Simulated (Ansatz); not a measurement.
Input (CCSDT(Q)/aug-cc-pVDZ; Ansatz, a quantum-chemistry and plane-wave program):

Ansatz 0.2 input:
```yaml
crystal:
  periodic: [false, false, false]
  atoms:
    - {symbol: C, position_ang: [1.21632433, -0.06610190, -0.33003638]}
    - {symbol: C, position_ang: [-0.01604231, -0.01371774, 0.04003491]}
    - {symbol: O, position_ang: [-1.16868300, 0.10870740, 0.20657606]}
    - {symbol: H, position_ang: [2.14777190, -0.39074138, 0.08740038]}
basis:
  gaussian:
    orbitals: aug-cc-pVDZ
magnetization: {spin_polarized: true, initial_magnetization: 1}
correlation: {method: ccsdt_q, electrons: outside_noble_gas}
```

Output:

```
Functional definition: HF
integrals: 0.15 GiB planned
1213 factors; integrals over basis functions are off by at most 1.5e-7 eV
mean field: 0.21 GiB planned
mean field evaluation 1: about -4110.0805 eV, gradient 1.8e1 eV
mean field evaluation 2: about -4110.0822 eV, gradient 1.8e1 eV
mean field evaluation 4: about -4111.6971 eV, gradient 3.1e0 eV
mean field evaluation 8: about -4111.7823 eV, gradient 2.8e-1 eV
mean field evaluation 16: about -4110.0797 eV, gradient 1.8e1 eV
mean field evaluation 32: about -4111.7898 eV, gradient 2.9e-3 eV
mean field evaluation 64: about -4111.7856 eV, gradient 8.7e-2 eV
mean field evaluation 96: about -4111.2476 eV, gradient 4.9e0 eV
mean field evaluation 128: about -4111.6177 eV, gradient 5.9e-3 eV
mean field -4111.78978353 eV, -151.1054874735 hartree, gradient 1.2e-6 eV, S^2 0.813465; 9 other end points of the search recorded, 0 dependent functions left out
determinant -4111.78978353 eV, -151.1054874735 hartree, with singles and doubles -4123.74374220 eV, -151.5447873519 hartree
determinant -4111.61771980 eV, -151.0991642482 hartree, with singles and doubles -4123.47834318 eV, -151.5350341177 hartree
determinant -4111.78978353 eV, -151.1054874735 hartree, with singles and doubles -4123.74458451 eV, -151.5448183062 hartree
determinant -4111.61771980 eV, -151.0991642482 hartree, with singles and doubles -4123.48324075 eV, -151.5352141002 hartree
3 core orbitals not correlated
reference -4111.78978353 eV, -151.1054874735 hartree; 8, 7 occupied and 67, 68 virtual orbitals, 1213 factors
second order -11.47117536 eV of doubles, -0.00000000 eV of singles
coupled cluster: 3.87 GiB planned
cycle   1  -11.43180010 eV  change    3.9e-2 eV  update   1.2e-1
cycle   2  -12.04550712 eV  change   -6.1e-1 eV  update   7.3e-2
cycle   3  -12.53419632 eV  change   -4.9e-1 eV  update   3.2e-2
cycle   4  -12.54438411 eV  change   -1.0e-2 eV  update   1.4e-2
cycle   5  -12.50198834 eV  change    4.2e-2 eV  update   7.2e-3
cycle   6  -12.50845202 eV  change   -6.5e-3 eV  update   3.6e-3
cycle   7  -12.51588493 eV  change   -7.4e-3 eV  update   2.0e-3
cycle   8  -12.51586272 eV  change    2.2e-5 eV  update   1.2e-3
cycle   9  -12.51456244 eV  change    1.3e-3 eV  update   7.3e-4
cycle  10  -12.51585259 eV  change   -1.3e-3 eV  update   3.6e-4
cycle  11  -12.51524215 eV  change    6.1e-4 eV  update   2.2e-4
cycle  12  -12.51527394 eV  change   -3.2e-5 eV  update   1.3e-4
cycle  13  -12.51543210 eV  change   -1.6e-4 eV  update   7.0e-5
cycle  14  -12.51540655 eV  change    2.6e-5 eV  update   3.4e-5
cycle  15  -12.51539658 eV  change    1.0e-5 eV  update   1.9e-5
cycle  16  -12.51542280 eV  change   -2.6e-5 eV  update   1.1e-5
cycle  17  -12.51542825 eV  change   -5.5e-6 eV  update   6.5e-6
cycle  18  -12.51543404 eV  change   -5.8e-6 eV  update   3.5e-6
cycle  19  -12.51543897 eV  change   -4.9e-6 eV  update   2.1e-6
cycle  20  -12.51543948 eV  change   -5.1e-7 eV  update   1.3e-6
coupled cluster: 3.88 GiB planned
perturbative correction -0.05420694 eV, -0.0019920683 hartree
Total energy: -4124.35942995 eV, -151.5674134595 hartree
```

The determinant is spin-contaminated: <S^2> is 0.81, 0.06 over the pure value.
